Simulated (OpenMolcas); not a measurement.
Si III: effect of the IPEA shift

```
Program             : OpenMolcas
Basis               : ANO-RCC [8s7p5d4f2g]
Scalar Hamiltonian  : DKH2, point nucleus
Active space        : 2 electrons in 9 orbitals (RAS2 3s 3p; RAS3 3d, at most 2 electrons)
State averaging     : 2S+1 = 3 even, 3 roots; 2S+1 = 1 even, 7 roots; 2S+1 = 3 odd, 3 roots; 2S+1 = 1 odd, 3 roots
Spin-orbit coupling : state interaction with AMFI integrals over the reference wave functions, term energies averaged over their components
```

Methods on the same reference wave functions:
A. RASSCF
B. MS-RASPT2, IPEA 0.25 Eh, imaginary shift 0.1 Eh (closed shells correlated: 2s 2p)
C. MS-RASPT2, IPEA 0.5 Eh, imaginary shift 0.1 Eh (closed shells correlated: 2s 2p)

Energies in cm-1 above 3s2 1S0, the measured ground level; measured values from NIST levels in Kelleher and Podobedova, J. Phys. Chem. Ref. Data 37, 1285 (2008).

```tsv
Level	A	B	C	Measured
3s2 1S0	0.0	0.0	0.0	0.0
3s 3p 3P* 0	50594	52620	52630	52725
3s 3p 3P* 1	50704	52730	52740	52853
3s 3p 3P* 2	50925	52950	52960	53115
3s 3p 1P* 1	83566	83000	83050	82884
3p2 1D2	119622	122160	122170	122215
```

Deviations, from unrounded energies. A percentage is the sum of absolute deviations over the sum of measured energies, with the sign that they share, or ± where signs differ.

| Against measurement | Levels | A | B | C |
| --- | --- | --- | --- | --- |
| mean absolute deviation (cm-1) | 5 | 1900 | 110 | 110 |
| other configurations (%) | 5 | ±2.7 | ±0.2 | ±0.2 |

B, C lie about equally close to measurement and A furthest from it. The largest miss of B in the table is 3s 3p 3P* 2, by -160 cm-1. The ranking rests on the paired levels alone, and a cruder setting can come out closer through cancelling errors.

Between B and C the level of the table that moves most is 3s 3p 1P* 1, by 47 cm-1 (lowest in B, highest in C). Moves below CASPT2's spread within the term are not significant.

The two smallest mean deviations differ by little beside CASPT2's spread within terms, so their order carries little weight.

The lowest spin-free term lies below A's lowest term by 0.159 hartree in B, 0.159 hartree in C.

CASPT2 breaks the degeneracy within a term, and the mean is taken; among the terms shown or strongly mixed into the levels shown the widest spread is 22 cm-1 (3p2 1D, C). Configurations are named by rounded mean occupations; where the s occupation lies near a half they are strongly mixed, a name can repeat and a true partner stay unpaired. Active for correlation alone: 3d; no level in the range computed is led by a configuration that fills it, so any true level of that kind is missing. Some terms mix strongly with configurations of 3d, whose occupation reaches 0.33 (3p2 1D). Measured partners are found by configuration, term and J. A level has none where our copy of the source lacks it or the pairing is in doubt (some pairs that miss far off the trend of their configuration count as doubtful), and it then counts in no deviation. Only configurations of the active space appear. Levels that lie high or do not pair safely by name in every column are left out.

* marks odd parity.
